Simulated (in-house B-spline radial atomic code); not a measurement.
A fraction x of an electron is removed from 4p in As²⁺, starting from [Ar] 3d10 4s2 4p1 and keeping the highest spin. Method: non-relativistic M06-2X, spin-polarised, spherical fractional occupations, point nucleus. Calculated with a B-spline radial code for spherical atoms.

Caution: exact exchange at fractional occupations of open shells leaves self-interaction of up to several eV.

```
   x  E(x) - E(0) (eV)  4p up level (eV)
   0            0.0000           -22.416
0.04            0.9025           -22.711
0.14            3.2104           -23.445
 0.3            7.0542           -24.599
0.38            9.0448           -25.165
 0.5           12.1150           -26.002
0.55           13.4237           -26.349
0.72           18.0048           -27.558
0.82           20.7984           -28.324
   1           26.0329                 -
```

The exact functional would give a straight line between the two integer points. Deviations E(x) - E(0) - x[E(1) - E(0)], in eV: -0.139 at x = 0.04, -0.434 at x = 0.14, -0.756 at x = 0.3, -0.848 at x = 0.38, -0.901 at x = 0.5, -0.894 at x = 0.55, -0.739 at x = 0.72, -0.549 at x = 0.82.

The curve lies below the straight line by up to 0.901 eV (at x = 0.5): convex, the delocalisation error, to which spherically averaged exact exchange adds.

Problem. How well does Slater's transition state (minus the level at half occupation) give the ionisation energy?

Solution. It gives 26.002 eV against 26.033 eV from the two total energies; NIST lists 28.35 eV, ground level to ground level. The end point has an open shell averaged over its orbitals, so its exact exchange keeps a self-interaction and this is no true integer point.
